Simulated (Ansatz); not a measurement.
```xyz
9

Si   -0.9742    0.7484   -1.1637
Ga   -0.1026   -0.9295    0.3098
C     1.1860   -0.2998    1.6673
S     2.4250   -0.4671    0.6304
H    -2.3861    1.0740   -0.8119
H    -0.1752    2.0001   -1.0570
H    -0.9593    0.3023   -2.5840
H    -0.3515   -2.4739    0.3194
H     1.3380    0.0455    2.6897
```

The species carries charge 0 and has multiplicity 1.

(1) List the PBE/def2-TZVPP orbital energies in eV (the Gaussian-basis code of Ansatz). (An estimate is asked.)

Answers

(1) Ansatz gave: Occupied: -10093.49, -2396.55, -1779.41, -1233.43, -1093.13, -1093.05, -1093.04, -270.93, -209.46, -155.59, -155.55, -155.39, -143.18, -137.18, -97.77, -97.54, -97.50, -93.91, -93.90, -93.90, -20.66, -19.79, -19.67, -19.64, -19.57, -19.40, -14.40, -13.21, -11.61, -9.93, -8.79, -8.38, -8.34, -7.93, -6.51, -5.78. Lowest empty: -3.83, -1.88, -0.54, -0.33, 0.64, 0.74, 0.78, 1.72.
